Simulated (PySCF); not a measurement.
**Deuteron quadrupole couplings in o-xylene**

Compound: o-xylene, C8H10.
Geometry (PBE0-D3(BJ)/def2-TZVP, Å), atoms numbered from 1 in this order:
```
atom  x, y, z in Å
C1    -0.9057   -1.8893   -0.2302
C2     0.0309   -0.7350   -0.0491
C3     1.3991   -0.9525    0.0636
C4     2.2878    0.0994    0.2281
C5     1.8076    1.3968    0.2829
C6     0.4442    1.6246    0.1720
C7    -0.4561    0.5785    0.0063
C8    -1.9224    0.8542   -0.1187
H9    -1.4721   -1.8028   -1.1625
H10   -0.3626   -2.8345   -0.2535
H11   -1.6400   -1.9414    0.5792
H12    1.7741   -1.9700    0.0208
H13    3.3502   -0.0962    0.3135
H14    2.4888    2.2300    0.4119
H15    0.0648    2.6405    0.2166
H16   -2.3050    0.5462   -1.0969
H17   -2.1325    1.9174    0.0030
H18   -2.5010    0.3078    0.6316
```

Level: PBE0/pcSseg-2 (PySCF, non-relativistic); Q(2H) = 0.00286 b; rigid geometry, the same for H and D, with no vibrational averaging.

Problem. Tabulate Vzz, the asymmetry η and χzz = 234.96 MHz × Q × Vzz for every hydrogen position.

Solution. 
```csv
atom,bonded to,bond length (Å),Vzz (au),η,χzz (kHz)
H9,C1,1.094,0.2831,0.03,190
H10,C1,1.090,0.2871,0.03,193
H11,C1,1.094,0.2834,0.03,190
H12,C3,1.085,0.2941,0.07,198
H13,C4,1.084,0.2973,0.06,200
H14,C5,1.084,0.2969,0.06,199
H15,C6,1.085,0.2939,0.07,198
H16,C8,1.095,0.2829,0.02,190
H17,C8,1.091,0.2870,0.03,193
H18,C8,1.094,0.2836,0.03,191
```

Problem. How does χzz go with the bond length over the 10 C–H bonds?

Solution. A straight-line fit has a slope of -8.7 kHz for each 0.01 Å, with a correlation coefficient of -1.00, over lengths from 1.084 to 1.095 Å. The longer bonds have the smaller couplings here.

Geometry: PBE0-D3(BJ)/def2-TZVP; no solvent, vibrations or thermal averaging.
